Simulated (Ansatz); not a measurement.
CH$_{5}$BFNOSi (`OC1(F)NB1[SiH3]`). The species carries charge 0 and has multiplicity 1.

Z-matrix (Å, degrees):
```
C
F 1 1.381
N 1 1.394 2 115.3
O 1 1.372 2 109.0 3 133.0
B 1 1.555 2 121.0 3 -62.7
H 3 1.008 1 136.5 2 72.0
H 4 0.962 1 108.2 2 64.9
Si 5 1.990 1 157.3 2 -80.1
H 8 1.487 5 112.3 1 -176.4
H 8 1.487 5 109.2 1 62.7
H 8 1.487 5 109.2 1 -55.7
```

**Question.** Give the diagnostics of a CCSD(T)/def2-TZVPP run (frozen core, Ansatz 0.2.0). (Estimate.)

**Answer.** Ansatz gave: T1 = 0.0137, largest single amplitude 0.025, largest double 0.035, (T) share of the correlation energy 3.8 %, 10 CCSD cycles. The RHF solution is stable towards an unrestricted one. T1 lies under the customary mark of 0.02 for closed shells.
